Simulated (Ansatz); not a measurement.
Consider the cleavage of the Si–Al bond: `[AlH2][SiH2]O[SiH3]` + `[NH2][AlH2]` → `[AlH2][NH][SiH2]O[SiH3]` + `[AlH3]`.

Computed with Ansatz on PBE0-D4/def2-TZVP structures; ΔE is electronic, products minus reactants. CCSD(T)/CBS adds triple-zeta CCSD(T) − MP2 to the extrapolated MP2 energy (def2 sets, frozen cores). This one scheme is used for every species. Each species was taken in one conformer, which may not be the lowest.

```json
{"species": "`[AlH2][SiH2]O[SiH3]`", "MP2/CBS(def2) energy (Eh)": "-899.52670"}
{"species": "`[NH2][AlH2]`", "MP2/CBS(def2) energy (Eh)": "-299.11085"}
{"species": "`[AlH2][NH][SiH2]O[SiH3]`", "MP2/CBS(def2) energy (Eh)": "-954.91747"}
{"species": "`[AlH3]`", "MP2/CBS(def2) energy (Eh)": "-243.75528"}
```

(1) Work out ΔE.

Largest T1 diagnostic among the species: 0.012.

## Answers

(1) ΔE = (-954.91747) + (-243.75528) − (-899.52670) − (-299.11085) = -0.03520 Eh = -0.96 eV. CCSD(T)/CBS gives -0.86 eV.

The D4 term adds −0.06 eV with B3LYP and −0.03 eV with PBE0; it sums over pairs of atoms, weighted by their polarisabilities, and B3LYP, whose exchange is more repulsive, gets the larger term. From PBE to PBE0 (25 % exact exchange), in def2-TZVPP and without D4, ΔE moves by −0.08 eV.

B3LYP here is the variant with VWN-RPA as its local correlation; programs differ in this.
